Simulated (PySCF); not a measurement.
# A small calculation by hand: chemical shift, span and skew from a shielding tensor

formamidinium (CH₅N₂), SMILES [NH2+]=CN, charge +1. Atoms are numbered in the order given.

```xyz
8

N      0.0000     1.1582    -0.1743
C      0.0000     0.0000     0.4243
N      0.0000    -1.1582    -0.1743
H      0.0000     1.2585    -1.1797
H      0.0000     2.0062     0.3717
H      0.0000     0.0000     1.5099
H      0.0000    -1.2585    -1.1797
H      0.0000    -2.0062     0.3717
```
Charge +1, spin multiplicity 1.

Coordinates come from a PBE0-D3(BJ)/def2-TZVP optimisation. Other conformers were not sampled.

GIAO shieldings from PBE/pcSseg-2 (PySCF), non-relativistic, no solvent. The symmetric part of the tensor of C2 has the principal values -62.7, -5.8, 133.2 ppm. The same nucleus in TMS has σ = 181.4 ppm at this level (PySCF, at its B3LYP-D3(BJ)/def2-TZVP geometry).

Task: Work out the isotropic shielding, the ¹³C shift against TMS, the span and the skew.

Result: 
σ(iso) = (σ11 + σ22 + σ33)/3 = 21.6 ppm. δ = σ(ref) − σ(iso) = 181.4 − (21.6) = 159.8 ppm.
Span Ω = σ33 − σ11 = 195.9 ppm. Skew κ = 3(σ(iso) − σ22)/Ω = 0.42. Tumbling in solution averages the tensor to δ; in a static solid the shielding alone would spread this spin-1/2 line over Ω.
